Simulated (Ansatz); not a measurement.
Problem. Predict a relaxed structure of Si4O8 (the lowest singlet isomer of a short search), charge 0, singlet, at PBE-D4/def2-SVP (Ansatz).

Solution. 
Cartesian coordinates in Å:
```
Si -1.5892 -1.1100 -1.5045
Si 0.7331 0.7875 -2.2053
Si 0.1600 0.0589 0.6897
Si 0.6951 0.2629 3.0149
O -0.5704 -0.2136 -2.4680
O 0.9577 0.8052 -0.5574
O 1.1707 -0.7845 1.7562
O -0.3191 1.1050 1.9334
O 1.5560 1.5372 -3.2598
O -2.7605 -1.9901 -1.9571
O 1.0378 0.3935 4.5031
O -1.0712 -0.8520 0.0549
```
Point group C2v (tolerance 0.1 Å). This is one stationary point.

The structure comes from a short search, and lower isomers may exist.
